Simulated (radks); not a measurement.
Values are calculated unless marked as measured or tabulated.
The iron ion Fe2+ inside a hard spherical wall (all orbitals vanish at R), configuration held at [Ar] 3d6 and not refilled when levels cross. Code: a radial shooting solver on a logarithmic mesh with Libxc functionals. Model: scalar-relativistic Kohn-Sham, LDA (Slater exchange, VWN5 correlation), spin-polarised, spherical densities, point nucleus; open shells are filled with parallel spins first. Eigenvalues in eV for spin up, with the zero of energy where the potential of the charges vanishes at infinity; a dash marks a level that is unbound or too diffuse for the functional's potential to be trusted. A positive occupied level is held by the wall or, in an anion where self-interaction has pushed it up, behind a barrier. The pressure on the wall is -dE/dV.

\begin{tabular}{lrrrrrrrrr}
R (bohr) & E (hartree) & kinetic (hartree) & e(2p) & e(3s) & e(3p) & e(3d) & e(4s, empty) & e(4p, empty) & pressure (GPa) \\ \hline
free & -1269.40055 & 1284.021 & -716.42 & -113.58 & -79.977 & -27.419 & -20.857 & -14.659 & 0 \\
12 & -1269.40055 & 1284.021 & -716.42 & -113.58 & -79.977 & -27.419 & -20.857 & -14.659 & < 0.0001 \\
8 & -1269.40055 & 1284.021 & -716.42 & -113.58 & -79.976 & -27.419 & -20.856 & -14.645 & 0.000113 \\
7 & -1269.40054 & 1284.021 & -716.42 & -113.58 & -79.975 & -27.417 & -20.847 & -14.594 & 0.00163 \\
6 & -1269.40040 & 1284.023 & -716.41 & -113.57 & -79.964 & -27.407 & -20.786 & -14.382 & 0.0235 \\
3 & -1269.25220 & 1284.900 & -712.32 & -110.41 & -76.889 & -24.059 & -8.668 & 2.581 & 90.1 \\
2.5 & -1268.90178 & 1286.670 & -706.56 & -106.37 & -72.856 & -19.268 & 8.158 & 22.362 & 475 \\
2 & -1267.45401 & 1293.431 & -690.93 & -95.967 & -62.004 & -6.214 & 53.834 & 71.875 & 3340 \\
1.5 & -1259.92224 & 1323.008 & -643.35 & -61.458 & -25.038 & 35.141 & 198.93 & 217.72 & 33600 \\
\end{tabular}
